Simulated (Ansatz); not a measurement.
```xyz
18

C     0.0000    0.7050    0.0000
C    -1.3410    1.1407    0.0000
C    -2.1698    0.0000    0.0000
C    -1.3410   -1.1407    0.0000
C     0.0000   -0.7050    0.0000
C     1.1024    1.5841    0.0000
C     2.4770    1.2704    0.0000
C     3.0888    0.0000    0.0000
C     2.4770   -1.2704    0.0000
C     1.1024   -1.5841    0.0000
H    -1.6763    2.1726    0.0000
H    -3.2548    0.0000    0.0000
H    -1.6763   -2.1726    0.0000
H     0.8609    2.6419    0.0000
H     3.1535    2.1187    0.0000
H     4.1738    0.0000    0.0000
H     3.1535   -2.1187    0.0000
H     0.8609   -2.6419    0.0000
```

Basis set: def2-TZVP. Charge 0. Computed with Ansatz (development build ahead of 0.2.0); the lowest solution found for each multiplicity.

Problem. How do the multiplicities compare at this shape? Give, from the lowest of each method, PBE0 (unrestricted) for 1, 3; PBE0 (restricted) for 1, 3.

Solution.

| method | multiplicity | E (eV) | <S²> |
| --- | --- | --- | --- |
| PBE0, unrestricted | 1 | 0.000 | 0.00 |
| PBE0, unrestricted | 3 | 1.645 | 2.02 |
| PBE0, restricted | 1 | 0.000 | 0.00 |
| PBE0, restricted | 3 | 1.727 | 2.00 |
